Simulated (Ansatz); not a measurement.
Geometry optimisation of Y2F6.

```yaml
crystal:
  periodic: [false, false, false]
  atoms:
    - {symbol: Y, position_ang: [0.836100, -1.104440, 0.433840]}
    - {symbol: Y, position_ang: [-0.839520, 1.111750, -0.414580]}
    - {symbol: F, position_ang: [-0.036470, 2.786030, -0.983370]}
    - {symbol: F, position_ang: [0.474470, -2.895800, -0.218230]}
    - {symbol: F, position_ang: [2.735960, -1.117390, 0.033850]}
    - {symbol: F, position_ang: [-2.020740, 0.922350, -1.943290]}
    - {symbol: F, position_ang: [1.002730, -1.594850, 2.304610]}
    - {symbol: F, position_ang: [-2.152520, 1.892350, 0.787180]}
basis:
  gaussian: {orbitals: def2-SVP}
hamiltonian: {xc: pbe0, dispersion: d4}
scf: {lower_state_search: "off"}
output: {orbitals: {seedname: orbitals}}
relax: {f_tol: 0.02, max_steps: 100}
```

```sh
$ ansatz run in.yaml --threads 4 --pin off --events-out ev --progress --plain --max-ram 4787MiB
```

Output, abridged:

```
Functional definition: PBE0
mean field -18368.48315399 eV, -675.0293053042 hartree, gradient 2.3e-6 eV, S^2 0.000000; 0 other end points of the search recorded, 0 dependent functions left out
relax step   1: F+E_penalty+E_count = -18368.61391087 eV  Δ(F+E_penalty+E_count) = +0.000e0 eV  max|allowed force component| = 2.626e0 eV/Å  Δτ_max = 0.0000 Å  (16 SCF iters, accepted)
mean field -18369.68098504 eV, -675.0733247833 hartree, gradient 3.4e-6 eV, S^2 0.000000; 0 other end points of the search recorded, 0 dependent functions left out
relax step   2: F+E_penalty+E_count = -18369.80477228 eV  Δ(F+E_penalty+E_count) = -1.191e0 eV  max|allowed force component| = 1.030e0 eV/Å  Δτ_max = 0.1946 Å  (24 SCF iters, accepted)
mean field -18370.59551705 eV, -675.1069332149 hartree, gradient 3.1e-6 eV, S^2 0.000000; 0 other end points of the search recorded, 0 dependent functions left out
relax step   3: F+E_penalty+E_count = -18370.71168689 eV  Δ(F+E_penalty+E_count) = -9.069e-1 eV  max|allowed force component| = 9.691e-1 eV/Å  Δτ_max = 0.1997 Å  (24 SCF iters, accepted)
mean field -18371.17318466 eV, -675.1281621080 hartree, gradient 3.9e-6 eV, S^2 0.000000; 0 other end points of the search recorded, 0 dependent functions left out
relax step   4: F+E_penalty+E_count = -18371.29064403 eV  Δ(F+E_penalty+E_count) = -5.790e-1 eV  max|allowed force component| = 1.212e0 eV/Å  Δτ_max = 0.1967 Å  (23 SCF iters, accepted)
mean field -18371.57064380 eV, -675.1427684618 hartree, gradient 3.4e-6 eV, S^2 0.000000; 0 other end points of the search recorded, 0 dependent functions left out
relax step   5: F+E_penalty+E_count = -18371.71834212 eV  Δ(F+E_penalty+E_count) = -4.277e-1 eV  max|allowed force component| = 6.636e-1 eV/Å  Δτ_max = 0.2000 Å  (22 SCF iters, accepted)
mean field -18371.78110757 eV, -675.1505028628 hartree, gradient 3.6e-6 eV, S^2 0.000000; 0 other end points of the search recorded, 0 dependent functions left out
relax step   6: F+E_penalty+E_count = -18371.93535431 eV  Δ(F+E_penalty+E_count) = -2.170e-1 eV  max|allowed force component| = 4.259e-1 eV/Å  Δτ_max = 0.2000 Å  (22 SCF iters, accepted)
mean field -18371.92779998 eV, -675.1558937095 hartree, gradient 3.7e-6 eV, S^2 0.000000; 0 other end points of the search recorded, 0 dependent functions left out
relax step   7: F+E_penalty+E_count = -18372.08443795 eV  Δ(F+E_penalty+E_count) = -1.491e-1 eV  max|allowed force component| = 1.836e-1 eV/Å  Δτ_max = 0.2000 Å  (22 SCF iters, accepted)
mean field -18371.95997245 eV, -675.1570760258 hartree, gradient 8.4e-6 eV, S^2 0.000000; 0 other end points of the search recorded, 0 dependent functions left out
relax step   8: F+E_penalty+E_count = -18372.11006193 eV  Δ(F+E_penalty+E_count) = -2.562e-2 eV  max|allowed force component| = 1.021e-1 eV/Å  Δτ_max = 0.2000 Å  (19 SCF iters, accepted)
mean field -18371.99096709 eV, -675.1582150578 hartree, gradient 3.8e-6 eV, S^2 0.000000; 0 other end points of the search recorded, 0 dependent functions left out
relax step   9: F+E_penalty+E_count = -18372.13910065 eV  Δ(F+E_penalty+E_count) = -2.904e-2 eV  max|allowed force component| = 1.270e-1 eV/Å  Δτ_max = 0.2000 Å  (19 SCF iters, accepted)
mean field -18372.01605056 eV, -675.1591368582 hartree, gradient 3.1e-6 eV, S^2 0.000000; 0 other end points of the search recorded, 0 dependent functions left out
relax step  10: F+E_penalty+E_count = -18372.16098376 eV  Δ(F+E_penalty+E_count) = -2.188e-2 eV  max|allowed force component| = 3.430e-1 eV/Å  Δτ_max = 0.1973 Å  (19 SCF iters, accepted)
mean field -18372.05609053 eV, -675.1606083002 hartree, gradient 6.6e-6 eV, S^2 0.000000; 0 other end points of the search recorded, 0 dependent functions left out
relax step  11: F+E_penalty+E_count = -18372.20147608 eV  Δ(F+E_penalty+E_count) = -4.049e-2 eV  max|allowed force component| = 4.198e-1 eV/Å  Δτ_max = 0.1905 Å  (19 SCF iters, accepted)
mean field -18372.11979183 eV, -675.1629492797 hartree, gradient 3.9e-6 eV, S^2 0.000000; 0 other end points of the search recorded, 0 dependent functions left out
relax step  12: F+E_penalty+E_count = -18372.26909228 eV  Δ(F+E_penalty+E_count) = -6.762e-2 eV  max|allowed force component| = 3.217e-1 eV/Å  Δτ_max = 0.1951 Å  (19 SCF iters, accepted)
mean field -18372.20605710 eV, -675.1661194699 hartree, gradient 3.6e-6 eV, S^2 0.000000; 0 other end points of the search recorded, 0 dependent functions left out
relax step  13: F+E_penalty+E_count = -18372.36022768 eV  Δ(F+E_penalty+E_count) = -9.114e-2 eV  max|allowed force component| = 3.552e-1 eV/Å  Δτ_max = 0.1951 Å  (19 SCF iters, accepted)
mean field -18372.34353106 eV, -675.1711715447 hartree, gradient 4.9e-6 eV, S^2 0.000000; 0 other end points of the search recorded, 0 dependent functions left out
relax step  14: F+E_penalty+E_count = -18372.50291277 eV  Δ(F+E_penalty+E_count) = -1.427e-1 eV  max|allowed force component| = 4.842e-1 eV/Å  Δτ_max = 0.1951 Å  (19 SCF iters, accepted)
mean field -18372.55414653 eV, -675.1789115205 hartree, gradient 5.8e-6 eV, S^2 0.000000; 0 other end points of the search recorded, 0 dependent functions left out
relax step  15: F+E_penalty+E_count = -18372.71547253 eV  Δ(F+E_penalty+E_count) = -2.126e-1 eV  max|allowed force component| = 5.979e-1 eV/Å  Δτ_max = 0.1903 Å  (19 SCF iters, accepted)
mean field -18372.84037481 eV, -675.1894302159 hartree, gradient 5.0e-6 eV, S^2 0.000000; 0 other end points of the search recorded, 0 dependent functions left out
relax step  16: F+E_penalty+E_count = -18372.98434895 eV  Δ(F+E_penalty+E_count) = -2.689e-1 eV  max|allowed force component| = 7.460e-1 eV/Å  Δτ_max = 0.1930 Å  (19 SCF iters, accepted)
mean field -18373.15152833 eV, -675.2008648966 hartree, gradient 5.6e-6 eV, S^2 0.000000; 0 other end points of the search recorded, 0 dependent functions left out
relax step  17: F+E_penalty+E_count = -18373.28715528 eV  Δ(F+E_penalty+E_count) = -3.028e-1 eV  max|allowed force component| = 6.569e-1 eV/Å  Δτ_max = 0.1979 Å  (20 SCF iters, accepted)
mean field -18373.30944319 eV, -675.2066681609 hartree, gradient 4.5e-6 eV, S^2 0.000000; 0 other end points of the search recorded, 0 dependent functions left out
relax step  18: F+E_penalty+E_count = -18373.44188222 eV  Δ(F+E_penalty+E_count) = -1.547e-1 eV  max|allowed force component| = 3.561e-1 eV/Å  Δτ_max = 0.1950 Å  (19 SCF iters, accepted)
mean field -18373.43560211 eV, -675.2113044154 hartree, gradient 3.4e-6 eV, S^2 0.000000; 0 other end points of the search recorded, 0 dependent functions left out
relax step  19: F+E_penalty+E_count = -18373.56725461 eV  Δ(F+E_penalty+E_count) = -1.254e-1 eV  max|allowed force component| = 3.371e-1 eV/Å  Δτ_max = 0.1950 Å  (25 SCF iters, accepted)
mean field -18373.56517287 eV, -675.2160660533 hartree, gradient 3.4e-6 eV, S^2 0.000000; 0 other end points of the search recorded, 0 dependent functions left out
relax step  20: F+E_penalty+E_count = -18373.69582650 eV  Δ(F+E_penalty+E_count) = -1.286e-1 eV  max|allowed force component| = 4.505e-1 eV/Å  Δτ_max = 0.1961 Å  (25 SCF iters, accepted)
mean field -18373.77286016 eV, -675.2236984203 hartree, gradient 3.5e-6 eV, S^2 0.000000; 0 other end points of the search recorded, 0 dependent functions left out
relax step  21: F+E_penalty+E_count = -18373.90460231 eV  Δ(F+E_penalty+E_count) = -2.088e-1 eV  max|allowed force component| = 4.970e-1 eV/Å  Δτ_max = 0.1951 Å  (26 SCF iters, accepted)
mean field -18374.07002625 eV, -675.2346190727 hartree, gradient 4.5e-6 eV, S^2 0.000000; 0 other end points of the search recorded, 0 dependent functions left out
relax step  22: F+E_penalty+E_count = -18374.20385063 eV  Δ(F+E_penalty+E_count) = -2.992e-1 eV  max|allowed force component| = 6.107e-1 eV/Å  Δτ_max = 0.1971 Å  (19 SCF iters, accepted)
mean field -18374.42310475 eV, -675.2475944682 hartree, gradient 3.0e-6 eV, S^2 0.000000; 0 other end points of the search recorded, 0 dependent functions left out
relax step  23: F+E_penalty+E_count = -18374.55922559 eV  Δ(F+E_penalty+E_count) = -3.554e-1 eV  max|allowed force component| = 7.695e-1 eV/Å  Δτ_max = 0.1991 Å  (19 SCF iters, accepted)
mean field -18374.72866113 eV, -675.2588234583 hartree, gradient 3.5e-6 eV, S^2 0.000000; 0 other end points of the search recorded, 0 dependent functions left out
relax step  24: F+E_penalty+E_count = -18374.86726550 eV  Δ(F+E_penalty+E_count) = -3.080e-1 eV  max|allowed force component| = 4.503e-1 eV/Å  Δτ_max = 0.1949 Å  (19 SCF iters, accepted)
mean field -18374.86600755 eV, -675.2638708459 hartree, gradient 6.1e-6 eV, S^2 0.000000; 0 other end points of the search recorded, 0 dependent functions left out
relax step  25: F+E_penalty+E_count = -18375.00586644 eV  Δ(F+E_penalty+E_count) = -1.386e-1 eV  max|allowed force component| = 5.725e-1 eV/Å  Δτ_max = 0.1948 Å  (20 SCF iters, accepted)
mean field -18374.94976404 eV, -675.2669488401 hartree, gradient 7.3e-6 eV, S^2 0.000000; 0 other end points of the search recorded, 0 dependent functions left out
relax step  26: F+E_penalty+E_count = -18375.08851462 eV  Δ(F+E_penalty+E_count) = -8.265e-2 eV  max|allowed force component| = 1.126e-1 eV/Å  Δτ_max = 0.2000 Å  (20 SCF iters, accepted)
mean field -18374.98255068 eV, -675.2681537270 hartree, gradient 7.3e-6 eV, S^2 0.000000; 0 other end points of the search recorded, 0 dependent functions left out
relax step  27: F+E_penalty+E_count = -18375.12070928 eV  Δ(F+E_penalty+E_count) = -3.219e-2 eV  max|allowed force component| = 2.474e-2 eV/Å  Δτ_max = 0.1995 Å  (19 SCF iters, accepted)
mean field -18374.98543627 eV, -675.2682597705 hartree, gradient 2.9e-6 eV, S^2 0.000000; 0 other end points of the search recorded, 0 dependent functions left out
relax step  28: F+E_penalty+E_count = -18375.12387563 eV  Δ(F+E_penalty+E_count) = -3.166e-3 eV  max|allowed force component| = 1.674e-1 eV/Å  Δτ_max = 0.1430 Å  (19 SCF iters, accepted)
mean field -18374.98876725 eV, -675.2683821819 hartree, gradient 3.3e-6 eV, S^2 0.000000; 0 other end points of the search recorded, 0 dependent functions left out
relax step  29: F+E_penalty+E_count = -18375.12685047 eV  Δ(F+E_penalty+E_count) = -2.975e-3 eV  max|allowed force component| = 2.473e-2 eV/Å  Δτ_max = 0.0303 Å  (20 SCF iters, accepted)
mean field -18374.98887318 eV, -675.2683860746 hartree, gradient 2.0e-6 eV, S^2 0.000000; 0 other end points of the search recorded, 0 dependent functions left out
relax step  30: F+E_penalty+E_count = -18375.12696133 eV  Δ(F+E_penalty+E_count) = -1.109e-4 eV  max|allowed force component| = 1.224e-3 eV/Å  Δτ_max = 0.0071 Å  (14 SCF iters, accepted)
Total energy: -18375.12702705 eV, -675.2734631357 hartree
Atom 0 at     1.433582    -0.819544     0.597420 Å, force    -0.000959     0.000532    -0.001040 eV/Å
Atom 1 at    -1.433137     0.819545    -0.598477 Å, force     0.001224    -0.000549     0.000116 eV/Å
Atom 2 at     0.597657     1.147901     0.140731 Å, force    -0.000871    -0.000962     0.000512 eV/Å
Atom 3 at    -0.595584    -1.148174    -0.146073 Å, force     0.000350     0.000962     0.000784 eV/Å
Atom 4 at     2.874317    -1.415326    -0.632580 Å, force     0.000371     0.000139    -0.000451 eV/Å
Atom 5 at    -1.681449     1.190691    -2.533449 Å, force    -0.000039    -0.000134    -0.000724 eV/Å
Atom 6 at     1.674722    -1.185507     2.534227 Å, force     0.000521    -0.000580     0.000775 eV/Å
Atom 7 at    -2.870097     1.410415     0.638211 Å, force    -0.000597     0.000591     0.000028 eV/Å
Dipole moment:     0.000983    -0.000003    -0.002346 e Å
Checks for a lower state left out: stability, starts, cluster_reference, orbital_swaps, neighbouring_geometries, increment
```

Run time 67 s (4 threads of Arm Neoverse V2 on a shared host).

In the def2 sets Y takes a core potential; there is no spin–orbit coupling. The relaxation made no stability test and no search for a lower SCF solution. No other spin state of charge 0 was run. The structure comes from a short search, and lower isomers may exist.
